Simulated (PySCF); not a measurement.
Simulation results for BGeH5NO, AlBGeH5N

Calculation on a computer-drawn molecule: the log of a Hartree-Fock and frozen-core CCSD(T) single point meant for a local Hartree-Fock minimum, with one planted fault or none, to be diagnosed. Offsets are logged minus clean, where the clean run is the same molecule without the fault. The reference is restricted for singlets and unrestricted otherwise, and also for a bond in bohr or an excited solution. Adding or removing an electron swaps singlet and doublet. The excited solution moves the top pair (singlet) or top alpha electron (doublet) to the lowest empty orbital. Highest occupied and lowest empty are orbital energies over both spins, largest force is the largest gradient component, triples share is (T) over the correlation energy, the T1 limit is 0.02 restricted and 0.045 unrestricted, electrons count all cores, a negative frequency is imaginary (commonest isotopes), and the dipole is about the centre of nuclear charge; on germanium a core potential holds 10 electrons, which the energies leave out, and 3d is frozen in MP2 and coupled-cluster steps. Program: PySCF 2.14.0.

Common to all runs: meant multiplicity 1; meant basis and core potential on germanium cc-pVDZ-PP ECP10MDF; logged SCF converged yes; logged CC converged yes; logged SCF stable within its kind yes; possible faults no fault, one electron removed, one electron added, multiplicity raised by two, geometry at a saddle point, SCF held on an excited solution, minimal basis STO-3G, one bond length entered in bohr, all coordinates scaled.

(1) BGeH5NO

Logged structure:
```xyz
9
BGeH5NO
N     -0.4945    -0.3790    -1.8753
B     -0.6126     0.8644    -1.2996
O     -1.2655     1.8958    -1.8399
Ge     0.3619     1.0523     0.6082
H     -0.9164    -0.5635    -2.7683
H     -0.0136    -1.1650    -1.4912
H     -1.3170     2.7326    -1.4061
H      0.3995     2.3132     1.4615
H      1.1136    -0.0879     1.2801
```

```
meant charge                         : 1
meant basis                          : cc-pVDZ
logged electrons                     : 57
logged basis functions               : 90
logged spin squared                  : 0.7669
logged highest occupied              : -7.1505 eV
logged lowest empty                  : 1.82 eV
logged largest force                 : 0.047685 hartree/bohr
logged T1 diagnostic                 : 0.013481
logged D1 diagnostic                 : 0.048294
logged triples share                 : 0.025689
logged dipole magnitude              : 1.4882 debye
logged energy HF                     : -450.3528 hartree
logged energy CCSD(T)                : -450.92744 hartree
planted fault                        : one electron added
HF energy offset from clean run      : -149 kcal/mol
CCSD(T) energy offset from clean run : -155.6 kcal/mol
```

Drawn bonds:
| atom | other atom | order |
| --- | --- | --- |
| 1 | 2 | 1 |
| 2 | 3 | 1 |
| 2 | 4 | 1 |
| 1 | 5 | 1 |
| 1 | 6 | 1 |
| 3 | 7 | 1 |
| 4 | 8 | 1 |
| 4 | 9 | 1 |

(2) AlBGeH5N

Logged structure:
```xyz
9
AlBGeH5N
N     -2.6663     0.1781     1.9381
B     -1.2800     0.3030     1.8176
Al     0.0683     0.4836     3.6146
Ge    -0.5436     0.3108    -0.1608
H     -3.1494     0.1606     2.8143
H     -3.2934     0.0959     1.1611
H     -1.6571     0.1733    -1.2246
H      0.4526    -0.8396    -0.4100
H      0.2220     1.6094    -0.4852
```

```
meant charge                         : 0
meant basis                          : cc-pV(D+d)Z
logged electrons                     : 62
logged basis functions               : 99
logged spin squared                  : 0
logged highest occupied              : -6.8447 eV
logged lowest empty                  : 0.72615 eV
logged largest force                 : 3.651e-05 hartree/bohr
logged lowest frequency              : 79.736 cm⁻¹
logged T1 diagnostic                 : 0.016516
logged D1 diagnostic                 : 0.054283
logged triples share                 : 0.029915
logged dipole magnitude              : 2.9578 debye
logged energy HF                     : -617.32328 hartree
logged energy CCSD(T)                : -617.79341 hartree
planted fault                        : no fault
HF energy offset from clean run      : 0 kcal/mol
CCSD(T) energy offset from clean run : 0 kcal/mol
```

Drawn bonds:
| atom | other atom | order |
| --- | --- | --- |
| 1 | 2 | 1 |
| 2 | 3 | 1 |
| 2 | 4 | 1 |
| 1 | 5 | 1 |
| 1 | 6 | 1 |
| 4 | 7 | 1 |
| 4 | 8 | 1 |
| 4 | 9 | 1 |

(3) AlBGeH5N

Structure as in entry 2.

```
meant charge                         : 0
meant basis                          : cc-pV(D+d)Z
logged electrons                     : 63
logged basis functions               : 99
logged spin squared                  : 1.052
logged highest occupied              : -0.32958 eV
logged lowest empty                  : 5.9504 eV
logged largest force                 : 0.022702 hartree/bohr
logged T1 diagnostic                 : 0.053271
logged D1 diagnostic                 : 0.23827
logged triples share                 : 0.031931
logged dipole magnitude              : 10.038 debye
logged energy HF                     : -617.31681 hartree
logged energy CCSD(T)                : -617.79567 hartree
planted fault                        : one electron added
HF energy offset from clean run      : 4.063 kcal/mol
CCSD(T) energy offset from clean run : -1.419 kcal/mol
```

Drawn bonds:
| atom | other atom | order |
| --- | --- | --- |
| 1 | 2 | 1 |
| 2 | 3 | 1 |
| 2 | 4 | 1 |
| 1 | 5 | 1 |
| 1 | 6 | 1 |
| 4 | 7 | 1 |
| 4 | 8 | 1 |
| 4 | 9 | 1 |

Notes: T1 above single-reference limit.
